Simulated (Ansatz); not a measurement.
Species: CH3Se, charge 0, doublet. CH3Se (SMILES [Se]C, doublet).
B3LYP-D3(BJ)/def2-TZVP minimum from Ansatz (a first-principles code):
```xyz
5

C      0.7415    -1.2865    -0.3234
Se    -0.2139     0.3661     0.0914
H      1.7858    -1.1116    -0.0572
H      0.6798    -1.5062    -1.3862
H      0.3576    -2.1092     0.2745
```
Charge 0, spin multiplicity 2.

Wanted: atomisation energy (electronic, to ground-state atoms), in kcal/mol. UHF or UKS for unpaired electrons; spin-orbit terms are left out. Cores are frozen in correlated methods (noble-gas shells, and filled d and f shells in the p block). No relativity. CBS(X,Y): correlation extrapolated as X^-3, Hartree-Fock from the larger set. A bracket is a step between two methods taken in the basis named. For partners of very few electrons the exact lower level stands in for a higher one.

CCSD(T)/CBS(cc-pVTZ,cc-pVQZ) + [CCSDT(Q) - CCSD(T)]/cc-pVTZ + [CCSDTQ - CCSDT(Q)]/cc-pVDZ (Ansatz) gives 372.7 kcal/mol.

How far off this value is PBE/def2-TZVPD (Ansatz), in which direction, and how far these levels: r2SCAN/def2-TZVPD, PBE0/def2-TZVPD, wB97M-V/def2-TZVPD, CCSD(T)/CBS(cc-pVTZ,cc-pVQZ)?

PBE gives 379.2 kcal/mol, 6.5 kcal/mol above it. Differences of the others: r2SCAN/def2-TZVPD (Ansatz) 2.4; PBE0/def2-TZVPD (Ansatz) 1.5; wB97M-V/def2-TZVPD (Ansatz) 0.6; CCSD(T)/CBS(cc-pVTZ,cc-pVQZ) (Ansatz) -0.1 kcal/mol.
